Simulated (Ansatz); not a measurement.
AlBH8Si2, relaxed with RKS PBE0-D4/def2-TZVP in Ansatz from a PBE-D4/def2-SVP geometry. The force threshold is 0.005 eV/Å; the program also tests the step.

The species carries charge 0 and has multiplicity 1. The bonds changed during the relaxation, so this is another structure than the one it started from.

Start:

```xyz
12

Al   -0.601    0.448   -1.215
B     0.584   -0.954    0.131
Si    1.971    0.299   -0.021
Si   -1.020   -0.508    1.228
H    -0.524    2.048   -1.260
H    -1.423   -0.428   -2.264
H     0.660   -2.016   -0.456
H     3.147    0.190   -0.954
H     1.958    1.663    0.617
H    -2.025   -1.592    1.488
H    -0.862    0.390    2.421
H    -1.864    0.458    0.285
```

Q: By how much does the energy fall, and how many steps does the optimiser take? (An estimate is asked.)

A: Computed: 3.13 kJ/mol, in 9 steps, 2 of them rejected.

Q: Which bonds change most? (Estimate.)

A: The calculation gave: Si4–H12 from 1.592 to 1.567 Å; B2–Si3 from 1.876 to 1.853 Å; Al1–Si3 from 2.840 to 2.818 Å; Si3–H9 from 1.506 to 1.486 Å.

Q: Give the relaxed structure. (Estimate.)

A: The calculation gave: 
```xyz
12

Al   -0.595    0.460   -1.210
B     0.583   -0.943    0.142
Si    1.958    0.288   -0.028
Si   -1.020   -0.496    1.219
H    -0.564    2.047   -1.202
H    -1.369   -0.397   -2.289
H     0.631   -1.977   -0.459
H     3.123    0.158   -0.943
H     1.972    1.628    0.614
H    -1.967   -1.592    1.536
H    -0.867    0.436    2.363
H    -1.886    0.389    0.257
```
